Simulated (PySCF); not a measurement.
# CeH: frontier orbitals

PBE0 at R = 2.046 Å; PySCF, spin-free X2C with a Gaussian nucleus, basis sets Ce x2c-TZVPall, H x2c-TZVPall. State: quartet, about 1.1 electrons in the 4f shell (Mulliken), real f orbitals that mix terms. Only the outer orbitals are listed, counted within each symmetry.

```
spin  orbital  occ.  ε (eV)  on Ce (%)           main shells (%)
   α      10σ     1  -42.14        100                  100 Ce s
   α       6π     1  -24.00        100                  100 Ce p
   α       6π     1  -23.98        100                  100 Ce p
   α      11σ     1  -23.96         99                   99 Ce p
   α      12σ     1   -6.78         42  58 H s, 25 Ce d, 11 Ce s
   α       7π     1   -6.54        100                  100 Ce f
   α      13σ     1   -3.94         99          73 Ce s, 22 Ce d
   α       3δ     1   -3.80        100                   94 Ce d
   α       8π     0   -1.43        100          86 Ce d, 11 Ce p
   α       7π     0   -1.36        100          85 Ce d, 14 Ce p
   α       3δ     0   -1.30        100                   98 Ce d
   β      10σ     1  -41.22        100                  100 Ce s
   β      11σ     1  -23.26         99                   99 Ce p
   β       6π     1  -22.85        100                  100 Ce p
   β       6π     1  -22.83        100                  100 Ce p
   β      12σ     1   -6.70         39  61 H s, 21 Ce d, 11 Ce s
   β      13σ     0   -1.41        100           82 Ce s, 9 Ce p
   β       7π     0   -0.77        100                   99 Ce d
   β       7π     0   -0.63        100                   99 Ce d
```

Task: Which are the highest filled and the lowest empty level, where do they sit, and how wide is the gap?

Result: Highest filled α 3δ at -3.80 eV (in %: 94 Ce d); lowest empty α 8π at -1.43 eV (in %: 86 Ce d, 11 Ce p); the gap at PBE0 is 2.37 eV.

| Quantity | Value |
| --- | --- |
| bond order (Mayer) | 0.96 |
| ⟨S²⟩ | 3.754 |
| charge on Ce (Mulliken, basis-dependent) | 0.22 |
| charge on Ce (Löwdin, basis-dependent) | 0.17 |
| dipole moment (positive dipole means Ce(−)H(+)) | -3.30 D |

Spin–orbit coupling is left out. With d or f electrons several states lie close, and the lowest PBE0 determinant need not be the measured ground state.
